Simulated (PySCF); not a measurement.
CH₆Cl₂OSi₂, SMILES C[Si](Cl)(Cl)[SiH2]O.

Geometry: PBE0-D3(BJ)/def2-SVP. The structure was generated by enumeration, and PubChem lists no compound with its InChIKey, so it may never have been made. Other conformers were not sampled.

Two levels are set side by side: PBE/def2-TZVP (PySCF) and HF/def2-TZVP (PySCF). Same geometry, gas phase. Differences are taken from unrounded values.

| quantity | HF | PBE | PBE minus HF |
|---|---|---|---|
| orbital gap (eV) | 13.29 | 5.01 | -8.28 |
| highest occupied level (eV) | -10.77 | -6.62 | 4.15 |
| lowest empty level (eV) | 2.52 | -1.61 | -4.12 |
| dipole moment (D) | 1.29 | 1.26 | -0.03 |
| mean polarisability (bohr³) | 83.4 | 94.8 | 11.4 |

Without exact exchange PBE keeps part of each electron's self-repulsion, which lifts occupied levels and narrows the gap. Loosely held outer electrons make PBE densities more polarisable. Differences between two approximate levels are no errors against the true value.

Rough cost on one machine, each run with all the roots and properties that it gave: HF against PBE about 1/3.
